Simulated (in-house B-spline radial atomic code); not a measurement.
Configurations of Rh, with energies counted from [Kr] 4d8 5s1. All numbers are computed (Dirac-Hartree-Fock, average of configuration; Fermi nucleus of rms radius 4.4945 fm) with an all-electron radial atomic-structure program (B-spline basis), not measured. Energies include first-order Breit, QED and recoil terms.

Occupations are held fixed; configurations that lie above the ionisation limit could autoionise.

```csv
configuration,E - E(ref) (eV),highest orbital,its <r> (bohr)
[Kr] 4d9,0.27751,4d5/2,1.667
[Kr] 4d8 6s1,4.012,6s1/2,10.05
[Kr] 4d8 6p1,4.6469,6p3/2,13.51
[Kr] 4d8 7f1,5.7967,7f5/2,67.46
[Ar] 3d10 4s2 4p5 4d8 5s2,52.767,5s1/2,3.288
```

Problem. Order these further configurations by energy, lowest first.
A. [Kr] 4d7 5s1 7f1
B. [Kr] 4d7 5s1 5g1
C. [Kr] 4d8 9p1
D. [Ar] 3d10 4s2 4p5 4d8 4f1 5s1
E. [Kr] 4d8 7s1

Solution. E (5.0136 eV), C (5.7093 eV), B (8.5566 eV), A (8.8228 eV), D (58.831 eV).

Problem. How far above the reference does [Kr] 4d7 4f1 5s1 lie?

Solution. 8.2497 eV; its least bound orbital is 4f5/2 with <r> = 17.96 bohr.
